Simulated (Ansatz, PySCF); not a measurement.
Pulling on the C3–H4 bond in CH4Si (SMILES C[SiH]) (multiplicity 1 held, fragments rigid). Energies count from the point at 1.090 Å.
Geometry at that point (charge 0, multiplicity 1):
```xyz
6

Si    -0.44284    -0.33733     0.51775
H     -1.42990    -0.70044    -0.59087
C      0.77077     0.54411    -0.65074
H      1.64710     0.94860    -0.14442
H      0.25621     1.35865    -1.17490
H      1.10167    -0.14881    -1.43392
```

R- and RO- levels are restricted; in cc, def2 and unpolarised 6-31G sets they are followed outwards from rest. Unrestricted levels (U-) break spin symmetry where that is lower. Active spaces are followed from a long bond inwards. Curves can end on different states.

Cores are frozen in the correlated methods. Rows in 6-31G* carry no dispersion term and start afresh at each structure (6-31G* with six Cartesian d functions).

The values were computed with Ansatz (a first-principles code) with Gaussian orbitals; PySCF for 6-31G* rows. Each number belongs to the level named beside it.

Energies in kJ/mol.

```
R (Å)  R-B3LYP/6-31G*  U-B3LYP/cc-pV(T+d)Z  U-wB97X-V/cc-pV(T+d)Z  R-MP2/cc-pV(T+d)Z  U-SCS-MP2/cc-pV(T+d)Z  FIC-MRCISD+Q on CASSCF(2,2)/cc-pV(T+d)Z
-----  --------------  -------------------  ---------------------  -----------------  ---------------------  ---------------------------------------
0.872             127                  118                    122                119                    120                                      120
0.981              26                   23                     24                 23                     23                                       24
1.090               0                    0                      0                  0                      0                                        0
1.199              15                   16                     15                 17                     16                                       16
1.308              50                   51                     52                 55                     54                                       51
1.471             120                  120                    124                129                    126                                      121
1.635             194                  193                    202                207                    203                                      192
1.907             307                  304                    323                327                    373                                      296
2.180             400                  389                    412                426                    440                                      372
2.507             487                  439                    457                516                    470                                      428
2.943             567                  464                    476                594                    482                                      462
3.488             629                  473                    482                636                    486                                      474
```

Doubts at one or more of the structures used: a restricted determinant that unrestricted orbitals would lower (R-B3LYP/6-31G*, R-MP2/cc-pV(T+d)Z); a spin-contaminated determinant (U-B3LYP/cc-pV(T+d)Z, U-wB97X-V/cc-pV(T+d)Z, U-SCS-MP2/cc-pV(T+d)Z).
